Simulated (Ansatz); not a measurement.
The same path of GaH$_{5}$S (7 atoms, charge 0, multiplicity 1) was run twice with different band settings. Lost on the way: Ga1–H2, H5–S6. Made: H2–H5.

Method: Ansatz 0.2.0, RKS BHLYP-D4/def2-TZVP.

Relaxed end points:

```xyz
7
Properties=species:S:1:pos:R:3
Ga -0.948 -0.293 -0.592
H -0.243 0.451 -1.781
H -0.874 -1.859 -0.527
H -2.054 0.460 0.226
H 2.006 -0.260 0.462
S 0.961 0.098 1.208
H 1.153 1.401 1.004
```

```xyz
7
Properties=species:S:1:pos:R:3
Ga -0.757 -0.391 0.315
H 0.694 0.074 -2.166
H -0.899 -1.861 -0.166
H -1.622 0.814 -0.150
H 1.231 0.140 -1.662
S 0.786 -0.042 1.853
H 0.566 1.266 1.975
```

Common settings: movable images 9; climbing image yes; spring 5.0 eV/Å²; optimiser quadratic models (default); start path through a guess of the saddle point; iteration limit 60; end points relaxed.

| run | force threshold |
| --- | --- |
| 1 | 0.05 eV/Å |
| 2 | 0.5 eV/Å |

(1) What does each run give, and how far can it be trusted?

## Answers

(1) Run 1: converged after 8 iterations, highest image 0.941 eV above the first end. A vibrational analysis at the climbing image gives one clearly imaginary mode, 1385i cm⁻¹: a first-order saddle point.
Run 2: converged after 6 iterations, highest image 0.939 eV above the first end. The threshold of 0.5 eV/Å is loose, so the images may lie well off the minimum-energy path. Another band between the same ends (9 images) ends at a top of the same energy, where a vibrational analysis finds 1 clearly imaginary mode.
The orbitals stay closed-shell, which can raise the energy where a bond breaks towards radicals; this wasn't checked here.
